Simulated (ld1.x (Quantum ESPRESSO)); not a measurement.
Configuration tests for lead (RRKJ)

lead, norm-conserving RRKJ (Kleinman–Bylander form), made with ld1.x (Quantum ESPRESSO) 7.5 (LDA (PZ), fully relativistic). Core [Xe] 4f14, reference 5d10 6s2 6p1 (charge +1). Waves: 6p (bound): rc 1.90 bohr; 5d (bound): rc 1.85 bohr; 6s (bound): rc 1.80 bohr. Local part: the s channel. Core correction: none. rho0 = 0.001.

Open shells are filled in proportion to 2j + 1 (rel_dist='average').

Energies are relative to the spin-unpolarised reference configuration 5d10 6s2 6p1; without spin polarisation the order of configurations can differ from experiment.

Task: Give the all-electron excitation energy and the error of the potential for: 5d10 6s2 6p2; 5d10 6s2 6p0; 5d10 6s1 6p0; 5d10 6s2 6p1.5; 5d10 6s2 6p2.3; 5d9 6s2 6p3; 5d9 6s2 6p2.

Result:

```
valence configuration  charge  ΔE all-electron (eV)  error AE − PS (meV)
         5d10 6s2 6p2       0                -6.958                 +1.8
         5d10 6s2 6p0      +2                13.924                 +1.5
         5d10 6s1 6p0      +3                46.795                  +12
       5d10 6s2 6p1.5    +0.5                -4.289                 +0.6
       5d10 6s2 6p2.3    -0.3                -7.850                 +2.5
          5d9 6s2 6p3       0                12.057                 -102
          5d9 6s2 6p2      +1                20.260                  -81
```

Levels in the configuration 5d10 6s2 6p2.3:

```csv
level,all-electron (eV),pseudo (eV)
5d j=3/2,-20.799,-20.828
5d j=5/2,-18.200,-18.226
6s j=1/2,-10.385,-10.391
6p j=1/2,-3.083,-3.086
6p j=3/2,-1.691,-1.694
```
